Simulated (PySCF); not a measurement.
Y(Cl)3, SMILES [Cl][Y]([Cl])[Cl], singlet at its PBE0/def2-SVP optimised geometry (Å):

```
4

Y     -0.6036     0.0035     0.0000
Cl     1.8338     0.0035     0.0000
Cl    -1.8202    -2.1070     0.0113
Cl    -1.8338     2.1070     0.0000
```

Calculation: PBE0/def2-TZVP, def2 effective core potentials past Kr (PySCF). The core electrons that the potentials of Y replace are not part of the density.

Map of the electrostatic potential (hartree/e), clipped to [-0.08, 0.12] on the plane z = 1.2 Å:

```
|00000000000000000011111110000|
|00000000000000000111111000000|
|00000000000000001111110000000|
|00000000000000011111110000000|
|00000000000000011111100000000|
|00000001211001111111100000000|
|00000013442111222111100000000|
|00000025764222332211000000000|
|00000025775445543211000000000|
|00000024566778865321000000000|
|00000123579999997421000000000|
|00011134799999999532100000000|
|11111246999999999643321000000|
|11112358999999999756642000000|
|11112359999999999867752000000|
|11112358999999999756642000000|
|11111246999999999643321000000|
|00111124799999998532100000000|
|00000123579999996421000000000|
|00000024666678765321000000000|
|00000025775444443211000000000|
|00000025774322332211000000000|
|00000013443111122111100000000|
|00000001221000111111100000000|
|00000000000000011111100000000|
|00000000000000001111110000000|
|00000000000000000111110000000|
|00000000000000000011111000000|
|00000000000000000011111100000|
```
Scale: ten equal steps from -0.015 (start of '0') to 0.120 (end of '9'), in the order '0123456789'; x runs from -4.50 to 4.50, y from -4.50 (bottom) to 4.50 (top).
